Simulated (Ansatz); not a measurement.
Relaxation of CH₈AlGeN (12 atoms, charge 0, multiplicity 1), to a largest force component of 0.015 eV/Å in at most 40 steps.

Method: Ansatz, RKS PBE0/def2-SVP.

```xyz
12
Properties=species:S:1:pos:R:3
N -0.688 2.529 -0.220
Al 0.368 1.104 0.287
C -0.468 -0.684 0.584
Ge 0.431 -1.959 -0.633
H -1.686 2.203 -0.361
H -0.398 2.906 -1.176
H 1.971 1.318 0.471
H -1.491 -0.617 0.416
H -0.237 -0.987 1.684
H 0.085 -1.524 -2.065
H 1.876 -2.039 -0.366
H -0.251 -3.358 -0.369
```

Question: Where does it end, and by what steps?

Answer: The forces met the threshold. The force dipped under the threshold on the way, but the program's further checks kept it going. After 11 steps the energy has fallen by 0.663 eV; H6 moved furthest, 0.68 Å.

```tsv
step	energy less start (eV)	largest force component (eV/Å)	accepted
0	0.0000	3.684	yes
1	-0.4075	1.571	yes
2	-0.5312	0.948	yes
3	-0.5947	1.328	yes
4	-0.6406	0.354	yes
5	-0.6606	0.084	yes
6	-0.6624	0.031	yes
7	-0.6625	0.029	yes
8	-0.6628	0.007	yes
9	-0.6630	0.016	yes
10	-0.6630	0.025	yes
11	-0.6631	0.012	yes
```

```xyz
12
Properties=species:S:1:pos:R:3
N -0.699 2.395 -0.428
Al 0.348 1.118 0.221
C -0.367 -0.669 0.562
Ge 0.353 -2.072 -0.594
H -1.687 2.309 -0.640
H -0.383 3.334 -0.647
H 1.868 1.501 0.487
H -1.466 -0.680 0.465
H -0.128 -0.965 1.599
H 0.063 -1.749 -2.077
H 1.882 -2.181 -0.422
H -0.270 -3.449 -0.274
```

Run time: 76 s on 2 threads of Arm Neoverse N1, on a shared host, peak memory 0.29 GiB.
